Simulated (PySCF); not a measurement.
Gas-phase reaction: Ga2H6 + 4 N → 2 GaH + 4 NH

Computed with PySCF and rigid-rotor harmonic-oscillator thermochemistry at 1 bar. † marks an energy on the PBE0/def2-TZVP geometry and frequencies; other levels use their own. 6-31G* has spherical d functions here. Open shells (unrestricted): N (multiplicity 4), NH (multiplicity 3); the rest are closed-shell singlets. B3LYP is the form with VWN-RPA correlation. Ga: all electrons, no relativistic terms. Ga2H6, GaH: computed as isolated molecules; such fragments, hydroxides, amides, oligomers or adducts are transient or little studied in the gas. The harmonic model lacks anharmonicity and excited electronic states, which grow with temperature; levels with a mode under 35 cm⁻¹ are left out.

```csv
level,"ΔE electronic, kJ","ΔH°(298 K), kJ","ΔS°(298 K), J/K","ΔG°(600 K), kJ"
B3LYP/6-31G*,-282,-285,213,-412
B3LYP/def2-TZVP†,-305,-309,214,-437
HF/6-31G*,128,128,213,0
HF/def2-TZVP†,92,87,214,-40
M06-2X/def2-TZVP†,-201,-206,214,-333
PBE/def2-TZVP†,-314,-318,214,-445
PBE0/def2-SVP†,-210,-214,214,-342
r2SCAN/def2-TZVP†,-169,-173,214,-301
LDA/def2-TZVP†,-237,-241,214,-368
ωB97X-V/def2-TZVP†,-199,-203,214,-331
```
ΔH° is lowest at PBE/def2-TZVP† and highest at HF/6-31G*. No reference value is set beside these.
